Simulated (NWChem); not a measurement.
System: C2H4BFO2; SMILES C=C(F)B(O)O

The following NWChem deck was run.

```
start job
memory heap 200 mb stack 900 mb global 1100 mb
geometry units angstroms noautosym nocenter noautoz
  C     -1.247839    -1.498239     0.000000
  C     -0.129357    -0.776023     0.000000
  F      1.073138    -1.405234     0.000000
  B      0.009090     0.792404     0.000000
  O     -1.108695     1.556280     0.000000
  O      1.243115     1.359740     0.000000
  H     -1.227746    -2.591008     0.000000
  H     -2.208007    -0.980472     0.000000
  H     -0.899315     2.496856     0.000000
  H      1.934215     0.686885     0.000000
end
basis spherical
  C library def2-svp
  F library def2-svp
  B library def2-svp
  O library def2-svp
  H library def2-svp
end
dft
  xc b3lyp
  iterations 150
  mulliken
end
task dft energy
esp
  recalculate
  probe 0.07
  range 0.3
  factor 1.0
  spacing 0.02
end
task esp
```

NWChem printed, in part:

```
             Northwest Computational Chemistry Package (NWChem) 7.3.0
             --------------------------------------------------------

                             Geometry "geometry" -> ""
                             -------------------------

 Output coordinates in angstroms (scale by  1.889725989 to convert to a.u.)

  No.       Tag          Charge          X              Y              Z
 ---- ---------------- ---------- -------------- -------------- --------------
    1 C                    6.0000    -1.24783900    -1.49823900     0.00000000
    2 C                    6.0000    -0.12935700    -0.77602300     0.00000000
    3 F                    9.0000     1.07313800    -1.40523400     0.00000000
    4 B                    5.0000     0.00909000     0.79240400     0.00000000
    5 O                    8.0000    -1.10869500     1.55628000     0.00000000
    6 O                    8.0000     1.24311500     1.35974000     0.00000000
    7 H                    1.0000    -1.22774600    -2.59100800     0.00000000
    8 H                    1.0000    -2.20800700    -0.98047200     0.00000000
    9 H                    1.0000    -0.89931500     2.49685600     0.00000000
   10 H                    1.0000     1.93421500     0.68688500     0.00000000

 Effective nuclear repulsion energy (a.u.)     219.1008600964

                                 NWChem DFT Module
                                 -----------------

 Summary of "ao basis" -> "ao basis" (spherical)
 ------------------------------------------------------------------------------
       Tag                 Description            Shells   Functions and Types
 ---------------- ------------------------------  ------  ---------------------
 C                          def2-svp                 6       14   3s2p1d
 F                          def2-svp                 6       14   3s2p1d
 B                          def2-svp                 6       14   3s2p1d
 O                          def2-svp                 6       14   3s2p1d
 H                          def2-svp                 3        5   2s1p

            General Information
            -------------------
          SCF calculation type: DFT
          Wavefunction type:  closed shell.
          No. of atoms     :    10
          No. of electrons :    46
           Alpha electrons :    23
            Beta electrons :    23
          Charge           :     0
          Spin multiplicity:     1
          Use of symmetry is: off; symmetry adaption is: off
          Maximum number of iterations: 150
          AO basis - number of functions:   104
                     number of shells:    48
          Convergence on energy requested:  1.00D-06
          Convergence on density requested:  1.00D-05
          Convergence on gradient requested:  5.00D-04

              XC Information
              --------------
                         B3LYP Method XC Potential
                     Hartree-Fock (Exact) Exchange  0.200
                        Slater Exchange Functional  0.800 local
                    Becke 1988 Exchange Functional  0.720 non-local
              Lee-Yang-Parr Correlation Functional  0.810
                  VWN I RPA Correlation Functional  0.190 local

             Grid Information
             ----------------
          Grid used for XC integration:  medium
          Radial quadrature: Mura-Knowles
          Angular quadrature: Lebedev.
          Tag              B.-S. Rad. Rad. Pts. Rad. Cut. Ang. Pts.
          ---              ---------- --------- --------- ---------
          C                   0.70       49          11.0       434
          F                   0.50       49          11.0       434
          B                   0.85       49          10.0       434
          O                   0.60       49          12.0       434
          H                   0.35       45          12.0       434
          Grid pruning is: on
          Number of quadrature shells:   474
          Spatial weights used:  Erf1

      Superposition of Atomic Density Guess
      -------------------------------------

 Sum of atomic energies:        -350.42555087

      Non-variational initial energy
      ------------------------------

 Total energy =    -353.052564
 1-e energy   =    -915.128005
 2-e energy   =     342.974581
 HOMO         =      -0.314565
 LUMO         =      -0.014952

     ---------------------------------------------
      Total Density - Mulliken Population Analysis
     ---------------------------------------------

    Atom       Charge   Shell Charges
 -----------   ------   -------------------------------------------------------
    1 C    6     6.29   1.99  0.97  0.27  2.03  1.01  0.02
    2 C    6     5.62   1.99  0.95  0.26  1.68  0.67  0.07
    3 F    9     9.40   1.99  1.14  0.78  3.43  2.06  0.01
    4 B    5     4.59   1.99  0.84  0.12  1.22  0.24  0.18
    5 O    8     8.51   1.99  1.11  0.56  3.08  1.77  0.01
    6 O    8     8.52   1.99  1.10  0.56  3.08  1.77  0.01
    7 H    1     0.89   0.66  0.20  0.03
    8 H    1     0.87   0.65  0.20  0.03
    9 H    1     0.66   0.53  0.07  0.06
   10 H    1     0.65   0.52  0.07  0.06

   convergence    iter        energy       DeltaE   RMS-Dens  Diis-err
 ---------------- ----- ----------------- --------- --------- ---------
 d= 0,ls=0.0,diis     1   -353.4742451920 -5.73D+02  1.41D-02  1.01D+00
 d= 0,ls=0.0,diis     2   -353.4343369132  3.99D-02  7.36D-03  1.65D+00
 d= 0,ls=0.0,diis     3   -353.5868651571 -1.53D-01  1.52D-03  4.11D-02
 d= 0,ls=0.0,diis     4   -353.5903396806 -3.47D-03  7.20D-04  7.79D-03
 d= 0,ls=0.0,diis     5   -353.5912761495 -9.36D-04  2.05D-04  1.09D-03
  Resetting Diis
 d= 0,ls=0.0,diis     6   -353.5913996945 -1.24D-04  3.09D-05  1.64D-05
 d= 0,ls=0.0,diis     7   -353.5914009632 -1.27D-06  2.53D-05  4.27D-06
 d= 0,ls=0.0,diis     8   -353.5914003908  5.72D-07  1.55D-05  1.09D-05
 d= 0,ls=0.0,diis     9   -353.5914013225 -9.32D-07  1.18D-06  2.92D-08

         Total DFT energy =     -353.591401322497
      One electron energy =     -919.949063550990
           Coulomb energy =      391.370960744880
    Exchange-Corr. energy =      -44.114158612760
 Nuclear repulsion energy =      219.100860096373

 Numeric. integr. density =       46.000001766293

                       DFT Final Molecular Orbital Analysis
                       ------------------------------------

 Vector   21  Occ=2.000000D+00  E=-3.367651D-01
              MO Center=  2.3D-01, -1.8D-01,  1.5D-08, r^2= 3.0D+00
   Bfn.  Coefficient  Atom+Function         Bfn.  Coefficient  Atom+Function
  ----- ------------  ---------------      ----- ------------  ---------------
    19      0.342947   2 C  py               33      0.306217   3 F  py
    17      0.297098   2 C  s                47      0.281973   4 B  py
    75      0.270877   6 O  py               36     -0.215424   3 F  py
     3     -0.192633   1 C  s                 5     -0.174846   1 C  py
    78      0.168393   6 O  py               44      0.148205   4 B  s

 Vector   22  Occ=2.000000D+00  E=-3.302325D-01
              MO Center=  6.3D-02,  1.4D+00, -1.9D-08, r^2= 2.0D+00
   Bfn.  Coefficient  Atom+Function         Bfn.  Coefficient  Atom+Function
  ----- ------------  ---------------      ----- ------------  ---------------
    62      0.458070   5 O  pz               76     -0.455365   6 O  pz
    65      0.340203   5 O  pz               79     -0.340658   6 O  pz
    55      0.046408   4 B  d  1

[...]

                     NWChem Electrostatic Potential Fit Module
                     -----------------------------------------

 Atom parameters

 Number of atoms is                                   10
 Number of basis functions is                        104

 Grid parameters

 Maximum number of grid points is                  39064
 Number of grid points is                          39063
 Grid range                                     0.300000 nm
 Grid spacing                                   0.020000 nm
 Probe radius                                   0.070000 nm
 Atom radius factor                             1.000000

 Atomic radii

    1    0.100000
    5    0.158000
    6    0.147000
    8    0.136000
    9    0.128000
 FASTESP  F
  using M.O. file = ./job.movecs

    Atom              Coordinates                           Charge

                                                  ESP

    1 C    -0.124784   -0.149824    0.000000   -0.413231
    2 C    -0.012936   -0.077602    0.000000    0.177311
    3 F     0.107314   -0.140523    0.000000   -0.224702
    4 B     0.000909    0.079240    0.000000    0.568436
    5 O    -0.110870    0.155628    0.000000   -0.648441
    6 O     0.124312    0.135974    0.000000   -0.632232
    7 H    -0.122775   -0.259101    0.000000    0.177709
    8 H    -0.220801   -0.098047    0.000000    0.162562
    9 H    -0.089932    0.249686    0.000000    0.432776
   10 H     0.193422    0.068689    0.000000    0.399813
                                            ------------
                                               -0.000000

 Dipole moment                                  0.216000

 Quadrupole moment Qxx                         -0.023076
                   Qyy                          2.533836
                   Qzz                         -2.510760

 RMS deviation kJ/mol                           0.058101

 RRMS %                                        31.271326
```

Level: B3LYP/def2-SVP. Geometry: optimised at PBE0/def2-SVP.
